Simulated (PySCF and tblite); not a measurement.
The numbers below are computed, except where a source is named.
C₉H₈O₄, numbered as in [CH2:1]=[CH:2][c:3]1[c:4]([C:5](=[O:6])[O:7][CH3:8])[o:9][cH:10][cH:11][c:12]1=[O:13].

Conformers came from 150 starts (ETKDG, MMFF94s, GFN2-xTB); geometries are GFN2-xTB. Weights use PBE0-D3(BJ)/6-31G* energies plus GFN2-xTB zero-point and thermal terms (modes under about 100 cm⁻¹ blended into free rotors). Symmetry numbers and mirror images are counted. Conformers within 2.5 kcal/mol (GFN2-xTB free energy) were kept, 4 at most. Codes: tblite and PySCF.

Rotational constants are equilibrium values for the commonest isotopes; dipoles come from the energy level named.

Torsions listed: C1–C2–C3–C4, O9–C4–C5–O7, O6–C5–O7–C8. Of a mirror pair one member is shown.

```
conformer            shape   symmetry
        1  151°, -10°, -1°  C1 (pair)
        2   148°, 157°, 0°  C1 (pair)
        3   36°, -124°, 4°  C1 (pair)
        4     43°, 38°, 1°  C1 (pair)
```

Task: Give the rotational constants and dipole components, as needed to look for these species in a jet-cooled rotational spectrum.

Result: 
```json
{"conformer": "1", "A (MHz)": "1374", "B (MHz)": "625", "C (MHz)": "433", "abs μa (D)": "3.34", "abs μb (D)": "2.62", "abs μc (D)": "0.10", "κ": "-0.59", "Ic−Ia−Ib (u Å²)": "-10.0"}
{"conformer": "2", "A (MHz)": "1256", "B (MHz)": "681", "C (MHz)": "450", "abs μa (D)": "2.12", "abs μb (D)": "0.31", "abs μc (D)": "0.71", "κ": "-0.43", "Ic−Ia−Ib (u Å²)": "-20.7"}
{"conformer": "3", "A (MHz)": "1360", "B (MHz)": "651", "C (MHz)": "489", "abs μa (D)": "2.19", "abs μb (D)": "1.42", "abs μc (D)": "1.07", "κ": "-0.63", "Ic−Ia−Ib (u Å²)": "-113.9"}
{"conformer": "4", "A (MHz)": "1363", "B (MHz)": "642", "C (MHz)": "462", "abs μa (D)": "3.23", "abs μb (D)": "2.94", "abs μc (D)": "1.20", "κ": "-0.60", "Ic−Ia−Ib (u Å²)": "-63.7"}
```


Conformer gaps in 6-31G* on xTB geometries can be 2 kcal/mol off for S=O, P=O and other polar bonds.